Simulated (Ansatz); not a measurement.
Basis sets compared for the cluster Be4S4⁺. Charge 1, multiplicity 2. Geometry PBE-D4/def2-SVP. Ansatz on 4 threads of Intel Xeon Platinum 8488C on a shared host; times are rough, and most runs start from earlier orbitals.

Cartesian coordinates in Å:
```
Be 0.546 -1.300 0.308
Be -0.461 0.061 -1.297
Be -1.017 0.404 0.943
Be 1.192 1.221 -0.347
S 1.613 -0.464 -1.263
S -1.509 -1.316 -0.177
S -0.623 1.974 -0.356
S 0.257 -0.580 2.190
```

Another isomer (doublet) lies 0.12 eV lower at PBE0-D4/def2-TZVP; other spin states weren't run for this one.

```tsv
level	functions	energy (Eh)	HOMO (eV)	LUMO (eV)	wall time
PBE-D4/def2-SVP	108	-1650.4559	-11.53	-10.50	1.6 s
PBE0-D4/def2-SVP	108	-1650.6042	-12.80	-9.67	2.2 s
```

(1) Estimate the rows for PBE-D4/def2-TZVP (with forces), PBE0-D4/def2-TZVP.

Results:

(1) 
```
                         level  functions  energy (Eh)  HOMO (eV)  LUMO (eV)  wall time
PBE-D4/def2-TZVP (with forces)        224   -1651.0820     -11.25     -10.20      3.7 s
             PBE0-D4/def2-TZVP        224   -1651.2300     -12.48      -9.32      8.5 s
```
